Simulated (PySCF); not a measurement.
C₄H₁₁In. Atoms are numbered in the order given.

```xyz
16

In    -0.0461     0.2588     0.1707
C      1.1513     1.4307    -1.2191
H      2.0132     1.8736    -0.6954
H      0.5542     2.2603    -1.6293
H      1.5237     0.8188    -2.0532
C     -0.9352     1.2424     1.8953
H     -1.4415     0.5297     2.5617
H     -1.6709     1.9903     1.5588
H     -0.1619     1.7767     2.4690
C     -0.3382    -1.8776    -0.1893
C      0.3370    -2.4232    -1.4407
H     -1.4281    -2.0521    -0.2182
H      0.0141    -2.4058     0.7140
H      1.4295    -2.2801    -1.4160
H     -0.0232    -1.9240    -2.3550
H      0.1593    -3.5047    -1.5759
```
Charge 0, spin multiplicity 1.

Geometry: PBE0-D3(BJ)/def2-SVP. The isomer is the one that the SMILES or the coordinates give; other isomers of the formula were not compared. The def2 effective core potentials stand for the cores of In; spin–orbit coupling is left out. The values are those of a single conformer.

Method: TDA-ωB97X/def2-SVPD in PySCF 2.14.0.

Vertical excitations. Gas-phase values at a fixed geometry.

```
state  energy (eV)  λ (nm)      f                                                               main pairs
-----  -----------  ------  -----  -----------------------------------------------------------------------
S1            4.72     263  0.000                                                           HOMO→LUMO 97 %
S2            5.07     245  0.000                                                         HOMO−1→LUMO 97 %
S3            6.24     199  0.171                                                         HOMO→LUMO+1 85 %
S4            6.58     188  0.206                                                       HOMO−1→LUMO+1 87 %
S5            7.42     167  0.023                                                         HOMO→LUMO+2 82 %
S6            7.60     163  0.010                   HOMO→LUMO+3 55 %, HOMO−1→LUMO+2 13 %, HOMO→LUMO+4 10 %
S7            7.90     157  0.001                  HOMO−1→LUMO+2 38 %, HOMO−1→LUMO+3 35 %, HOMO→LUMO+4 8 %
S8            7.93     156  0.013                 HOMO−1→LUMO+3 44 %, HOMO→LUMO+4 28 %, HOMO−1→LUMO+2 13 %
S9            8.20     151  0.199  HOMO−2→LUMO 37 %, HOMO→LUMO+4 18 %, HOMO→LUMO+3 12 %, HOMO−1→LUMO+2 8 %
S10           8.34     149  0.000                                      HOMO→LUMO+5 65 %, HOMO→LUMO+10 16 %
T1            4.49     276      0                                                           HOMO→LUMO 96 %
T2            4.86     255      0                                                         HOMO−1→LUMO 96 %
T3            5.49     226      0                                       HOMO→LUMO+1 62 %, HOMO→LUMO+4 11 %
T4            5.83     213      0                                   HOMO−1→LUMO+1 64 %, HOMO−1→LUMO+4 16 %
```
Triplets are in the Tamm–Dancoff approximation.
